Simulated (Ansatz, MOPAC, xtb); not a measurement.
Diatomic MoH+, multiplicity 5 (lowest of 2S+1 = 1, 3, 5, 7, 9 at CCSD(T)/def2-TZVPP on PBE0 minima; our sources give no spin for the ground state, which may be another). No spin–orbit coupling.

Constants: fifth-degree fit in 1/R to seven points, most abundant isotopes. Runs in def2 and cc sets follow the lowest solution found near the PBE0 minimum.

Programs: Ansatz (Gaussian orbitals); MOPAC for PM6, PM7 (differences of heats of formation); xtb for the GFN methods.  In def2 rows elements past Kr take small-core potentials, without spin–orbit coupling. The GFN methods have no spin term and hold the electronic entropy of 300 K.

```
level                 r_e (Å)  ω_e (cm⁻¹)  α_e (cm⁻¹)  B_e (cm⁻¹)
--------------------  -------  ----------  ----------  ----------
PM6                     1.697        2222       0.076        5.87
PM7                     1.749        2312       0.073        5.52
GFN1-xTB                1.593        2007        0.32        6.66
GFN2-xTB                1.679        1531        0.26        5.99
SVWN5/def2-TZVPP        1.669        1942        0.15        6.07
PBE/def2-TZVPP          1.673        1920        0.15        6.04
r2SCAN/def2-TZVPP       1.671        1938        0.16        6.06
B97M-V/def2-TZVPP       1.681        1873        0.16        5.98
B3LYP/def2-TZVPP        1.673        1938        0.15        6.04
PBE0/def2-TZVPP         1.665        1951        0.15        6.09
BHLYP/def2-TZVPP        1.670        1959        0.14        6.06
CAM-B3LYP/def2-TZVPP    1.670        1964        0.14        6.06
wB97X-V/def2-TZVPP      1.664        1993        0.14        6.11
wB97M-V/def2-TZVPP      1.665        1968        0.15        6.10
B2PLYP/def2-TZVPP       1.666        1976        0.14        6.09
```

Correlated levels freeze the inner cores; with def2 sets outer-core shells near the valence are correlated too. The state reached by PM6, PM7 isn't checked; PM7 holds dispersion and hydrogen-bond terms.

Ansatz is a quantum-chemistry and plane-wave program.
